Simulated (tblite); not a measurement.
Species: C₆H₃N₂O (doublet state).
Numbering: `[H]/[N:9]=[CH:8]\[c:7]1[c:3]([C:2]#[N:1])[c:4][o:5][cH:6]1` (hydrogens: H10 on C6; H11 on C8; H12 on N9)
Bond orders are those of one Lewis drawing.

Computed with GFN2-xTB (tblite), gas phase: L-BFGS steps from a force-field or distance-geometry start until the largest atomic force falls under 0.01 eV/Å.

At the end of the run (lengths in Å): C3–C7 1.447, C2–C3 1.398, N1≡C2 1.148, C8=N9 1.251, C6–H10 1.072, O5–C6 1.340, N9–H12 1.017, C3–C4–O5 112.7°, C4–C3–C7 103.8°, C7–C8–N9 130.7°, C2–C3–C4 129.9°, C6–C7–C8–N9 180°.

Question: These geometries were met on the way; a selection of coordinates is given. Order them by energy above the end point, lowest first.
A. C3–C7 1.442, C2–C3 1.397, N1≡C2 1.154, C8=N9 1.268, C6–H10 1.072, O5–C6 1.339, N9–H12 1.009, C3–C4–O5 112.1°, C4–C3–C7 104.5°, C7–C8–N9 128.8°, C2–C3–C4 129.4°, C6–C7–C8–N9 180°
B. C3–C7 1.440, C2–C3 1.396, N1≡C2 1.150, C8=N9 1.243, C6–H10 1.071, O5–C6 1.338, N9–H12 1.023, C3–C4–O5 112.1°, C4–C3–C7 104.3°, C7–C8–N9 129.7°, C2–C3–C4 129.2°, C6–C7–C8–N9 180°
C. C3–C7 1.446, C2–C3 1.393, N1≡C2 1.146, C8=N9 1.250, C6–H10 1.070, O5–C6 1.340, N9–H12 1.018, C3–C4–O5 112.6°, C4–C3–C7 103.8°, C7–C8–N9 130.0°, C2–C3–C4 129.4°, C6–C7–C8–N9 180°
D. C3–C7 1.462, C2–C3 1.362, N1≡C2 1.178, C8=N9 1.226, C6–H10 1.066, O5–C6 1.341, N9–H12 1.032, C3–C4–O5 111.6°, C4–C3–C7 104.2°, C7–C8–N9 129.2°, C2–C3–C4 130.0°, C6–C7–C8–N9 180°
E. C3–C7 1.372, C2–C3 1.443, N1≡C2 1.141, C8=N9 1.279, C6–H10 1.094, O5–C6 1.320, N9–H12 1.035, C3–C4–O5 107.0°, C4–C3–C7 108.5°, C7–C8–N9 126.4°, C2–C3–C4 125.7°, C6–C7–C8–N9 180°

Answer: C (0.011 eV), B (0.020 eV), A (0.040 eV), D (0.148 eV), E (0.284 eV).

```csv
step,E above end (eV),"rms distance from the end, all atoms (Å)",largest force (eV/Å),rms shift of all bonds from the end (Å)
5,0.011,0.024,0.209,0.002
4,0.020,0.026,0.794,0.005
3,0.040,0.028,1.468,0.007
1,0.148,0.034,4.505,0.018
0,0.284,0.042,4.325,0.029
```

Rows stand in the order of the answer.
